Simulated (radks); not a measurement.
Results of a calculation; reference values are marked as such.
All-electron atom: Pt+ in [Xe] 4f14 5d9 (the NIST ground configuration).

Code: a radial shooting solver on a logarithmic mesh with Libxc functionals. Model: Dirac Kohn-Sham, PBE, spin-unpolarised, spherical densities, finite nucleus; open shells fill j = l - 1/2 first; Fermi nuclear charge, rms radius 5.427 fm.

Energy parts (eV):
| part | energy |
|---|---|
| total | -501847.67 |
| kinetic | 573810.96 |
| electron-nucleus | -1260923.99 |
| Hartree | 194978.86 |
| exchange-correlation | -9713.50 |

Orbitals (lengths in bohr, moments of r in powers of bohr; r(max) is where P^2 peaks):
orbital  occ.  eigenvalue (eV)       <r^4>   r(max)      <r^2>   <1/r>  small-component weight
1s1/2       2        -78280.34   4.524e-07  0.01062  0.0004063   93.89                8.74e-02
2s1/2       2        -13748.58  0.00006623  0.06144   0.006146   23.03                2.00e-02
2p1/2       2        -13181.29  0.00003944  0.04532   0.004356   23.00                2.01e-02
2p3/2       4        -11452.43  0.00006034  0.05259   0.005546   18.86                1.79e-02
3s1/2       2        -3235.328    0.002415   0.1729    0.03995   8.457                6.66e-03
3p1/2       2        -2979.801    0.002110   0.1614    0.03647   8.372                6.61e-03
3p3/2       4        -2599.768    0.002888   0.1762    0.04292   7.295                5.98e-03
3d3/2       4        -2172.889    0.001924   0.1374    0.03299   7.192                5.86e-03
3d5/2       6        -2090.972    0.002115   0.1415    0.03474   6.945                5.69e-03
4s1/2       2        -701.4867     0.05481   0.3904     0.1946   3.573                2.24e-03
4p1/2       2        -592.9062     0.05878   0.3889     0.1989   3.464                2.15e-03
4p3/2       4        -502.4048     0.07990   0.4194     0.2321   3.090                1.91e-03
4d3/2       4        -324.2441     0.09701   0.4130     0.2467   2.884                1.71e-03
4d5/2       6        -307.4121      0.1066   0.4225     0.2586   2.798                1.65e-03
5s1/2       2        -109.6384       1.528   0.8705      1.023   1.432                5.50e-04
4f5/2       6         -79.8856      0.2160   0.3828     0.3203   2.407                1.27e-03
4f7/2       8         -76.4322      0.2296   0.3874     0.3297   2.373                1.24e-03
5p1/2       2         -75.0561       2.239   0.9226      1.215   1.303                4.66e-04
5p3/2       4         -60.1775       3.284    1.004      1.464   1.165                3.93e-04
5d3/2       4         -15.0978       18.26    1.239      3.078  0.8233                2.02e-04
5d5/2       5         -13.7299       22.21    1.281      3.372  0.7873                1.86e-04

The highest occupied level is 5d5/2 at -13.730 eV. The density falls to 0.001 e/bohr^3 at r = 3.86 bohr. For comparison, the ionisation energy in NIST's Atomic Spectra Database is 18.6 eV (measured). In exact Kohn-Sham theory the highest level is minus the ionisation energy, but local and semilocal functionals leave it too shallow, through self-interaction and a potential that decays too fast; potentials with the right tail come closer. The electron density at the nucleus is 1.974e+06 e/bohr^3. Summed over all electrons, <r^2> = 49.03 bohr^2, which gives a Langevin (diamagnetic) susceptibility term of -38.8 x 10^-6 cm^3/mol.

Beside tabulated values, note that spin-unpolarised runs miss the spin-polarisation part of the exchange energy of open shells.
